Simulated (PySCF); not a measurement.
## How methods differ on the ionisation energy of Tc²⁺

Tc²⁺ [Kr] 4d5 (6S) → Tc³⁺ [Kr] 4d4 (5D), as a difference of total energies. Calculation: PySCF 2.14, in def2-QZVPPD with the def2 core potential (28 electrons); scalar relativity through the core potential. Correlated levels: valence and next inner shell: nothing frozen outside the core potential. The calculations carry no spin-orbit coupling.

| method | ionisation energy (eV) |
| --- | --- |
| UHF | 28.878 |
| MP2 (valence and next inner shell) | 29.847 |
| SCS-MP2 (valence and next inner shell) | 29.487 |
| CCSD (valence and next inner shell) | 29.671 |
| CCSD(T) (valence and next inner shell) | 29.710 |

Problem. How much does correlation contribute at CCSD(T) (valence and next inner shell)?

Solution. 29.710 − (28.878) = 0.832 eV, measured against UHF.

The reference lies between the lowest fine-structure levels, while these numbers refer to the centres of the terms.

Errors of the correlated levels include the incompleteness of this basis.

For comparison: 29.55 eV (semi-empirical (NIST evaluation); NIST Atomic Spectra Database, ionization energies).
